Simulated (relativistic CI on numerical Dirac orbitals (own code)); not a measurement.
Co³⁺ in a cubic cluster: 2p photoemission with charge transfer

Computed with a charge-transfer multiplet model of a cubic metal-ligand cluster with up to 2 ligand holes, Slater and spin-orbit integrals from Dirac-Coulomb-Breit ions, Slater integrals scaled by 0.8. The ground state mixes d6 with configurations of k ligand holes L, whose averages lie at kΔ + k(k − 1)U_dd/2; a core hole lowers each added d electron by U_cd. 20 K, Lorentzian 0.6 eV and Gaussian 0.8 eV FWHM.

Atomic integrals in eV (Slater integrals scaled, ζ unscaled), ground: F2dd 10.085, F4dd 6.299, zeta_d 0.071; with the core hole: F2dd 11.456, F4dd 7.196, zeta_d 0.102, zeta_core 9.658, F2cd 6.863, G1cd 5.283, G3cd 3.006.

Cluster parameters (eV): Δ = 1.3, U_dd = 7.3, U_cd = 9.5, 10Dq = 1.45, 10Dq(ligand) = 1.4, final-state hopping factor = 0.8.

Weights, n_d and S are thermal averages at 20 K. Binding energies count from the first peak over 30 % of the highest in each spectrum, which can be another peak from case to case. The parameters are a model scan and need not match a compound or its usual spin state. Peaks in eV (height, largest 100): 0.0 (100), 3.8 (63), 7.2 (42), 12.9 (71), 15.5 (52), 20.5 (19), 21.9 (25), 28.7 (31).

(1) Which parameters give this spectrum?
A. V(eg) = 1.95 eV, V(t2g) = -0.97 eV
B. V(eg) = 1.35 eV, V(t2g) = -0.67 eV
C. V(eg) = 2.25 eV, V(t2g) = -1.12 eV

Answers

(1) B. V(eg) = 1.35 eV, V(t2g) = -0.67 eV; the ground state then has 6.52 d electrons and S = 0.29. The choice follows from running the model for each set and comparing peak positions and heights. The space is cut while the next configuration still counts.
